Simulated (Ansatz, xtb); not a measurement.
## C5H9BCl2: 8 structures ranked

8 gas-phase structures of C5H9BCl2, from a drawn sample of its isomers (lower ones may exist). Each was relaxed with GFN2-xTB; where two conformers were screened, the lower at r2SCAN-D4/def2-SVP//GFN2-xTB is listed:

A. `ClB(Cl)C1CCCC1`, a singlet
B. `C=C(B(Cl)Cl)C(C)C`, a singlet
C. `C/C=C/[C@H](C)B(Cl)Cl`, a singlet
D. `C/C=C\[C@H](C)B(Cl)Cl`, a singlet
E. `C[C@@H]1CC[C@@H]1B(Cl)Cl`, a singlet
F. `C/C=C(\C)CB(Cl)Cl`, a singlet
G. `CC(C)=C(C)B(Cl)Cl`, a singlet
H. `C=C(CCC)B(Cl)Cl`, a singlet

Question: Make a reasoned guess at their ranking by r2SCAN-D4/def2-SVP//GFN2-xTB single-point energy.

Answer: Calculated order at r2SCAN-D4/def2-SVP//GFN2-xTB: A (0.0), G (45.4), H (54.1), F (56.0), B (58.9), C (61.4), D (62.3), E (73.7) kJ/mol. Less than 1 kcal/mol parts H and F; F and B; B and C; C and D, so the order within those pairs means little.

Energies above the lowest of each column, in kJ/mol; the last columns are at r2SCAN-D4/def2-SVP geometries and were run for some of them only (a dash: not run or not comparable):

```
structure  GFN2-xTB  HF/STO-3G  r2SCAN-D4/def2-SVP//GFN2-xTB  r2SCAN-D4/def2-SVP  CCSD(T)/def2-SVP + ΔMP2/def2-TZVPP
        A       0.0        0.0                           0.0                 0.0                                 0.0
        G      70.0      162.7                          45.4                45.8                                48.4
        H      95.2      165.0                          54.1                55.7                                   –
        F      86.8      174.0                          56.0                49.1                                49.3
        B      96.7      169.7                          58.9                60.7                                   –
        C      99.7      179.4                          61.4                60.2                                   –
        D     103.1      187.2                          62.3                   –                                   –
        E      54.8       94.4                          73.7                   –                                   –
```

Every level run on A puts it lowest or level with the lowest. Flexible structures stand in one conformer each, not always the lowest. Frequencies (GFN2-xTB) were run for A, F, G alone. ΔMP2 is the change of the MP2 energy from the smaller to the larger basis.

Over these structures GFN2-xTB departs from r2SCAN-D4/def2-SVP//GFN2-xTB by 16.9 kJ/mol on average once a common shift is removed. A GFN2-xTB relaxation took about 0.2 s and the r2SCAN-D4/def2-SVP//GFN2-xTB energy about 2.8 s on a shared host (Ansatz 0.2.0, xtb 6.7.1).
